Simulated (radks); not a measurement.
Pb7+, configuration [Xe] 4f14 5d7.

All-electron calculation, scalar-relativistic Kohn-Sham, exchange-only LDA, spin-polarised, spherical densities, point nucleus; open shells are filled with parallel spins first (spin-orbit coupling, left out, can overturn this in heavy ions). Program: a radial shooting solver on a logarithmic mesh with Libxc functionals.

Energy parts (hartree):
total: -20849.3937
kinetic: 23576.4917
electron-nucleus: -51813.5371
Hartree: 7751.1218
exchange: -363.4702

Orbitals (lengths in bohr, moments of r in powers of bohr; r(90%) holds 90 % of the orbital's charge):
| orbital | occ. | eigenvalue (hartree) | r(90%) |
|---|---|---|---|
| 1s up | 1 | -3240.110 | 0.0294 |
| 1s down | 1 | -3240.109 | 0.0294 |
| 2s up | 1 | -582.5746 | 0.105 |
| 2s down | 1 | -582.5613 | 0.105 |
| 2p up | 3 | -500.3456 | 0.100 |
| 2p down | 3 | -500.3342 | 0.100 |
| 3s up | 1 | -142.5909 | 0.256 |
| 3s down | 1 | -142.5837 | 0.256 |
| 3p up | 3 | -119.0215 | 0.264 |
| 3p down | 3 | -119.0139 | 0.264 |
| 3d up | 5 | -94.96763 | 0.248 |
| 3d down | 5 | -94.95709 | 0.248 |
| 4s up | 1 | -35.05355 | 0.551 |
| 4s down | 1 | -35.03923 | 0.551 |
| 4p up | 3 | -27.32686 | 0.594 |
| 4p down | 3 | -27.31231 | 0.594 |
| 4d up | 5 | -18.38973 | 0.642 |
| 4d down | 5 | -18.37253 | 0.641 |
| 5s up | 1 | -8.87364 | 1.20 |
| 5s down | 1 | -8.78869 | 1.20 |
| 4f up | 7 | -8.51285 | 0.719 |
| 4f down | 7 | -8.49120 | 0.716 |
| 5p up | 3 | -6.67941 | 1.37 |
| 5p down | 3 | -6.58076 | 1.36 |
| 5d up | 5 | -4.15028 | 1.71 |
| 5d down | 2 | -4.04292 | 1.71 |

The highest occupied level is 5d down at -110.01 eV. The density falls to 0.001 e/bohr^3 at r = 2.65 bohr. For comparison, the ionisation energy in NIST's Atomic Spectra Database is 120 eV (theoretical). In exact Kohn-Sham theory the highest level is minus the ionisation energy, but local and semilocal functionals leave it too shallow, through self-interaction and a potential that decays too fast; potentials with the right tail come closer. Summed over all electrons, <r^2> = 26.23 bohr^2, which gives a Langevin (diamagnetic) susceptibility term of -20.8 x 10^-6 cm^3/mol.
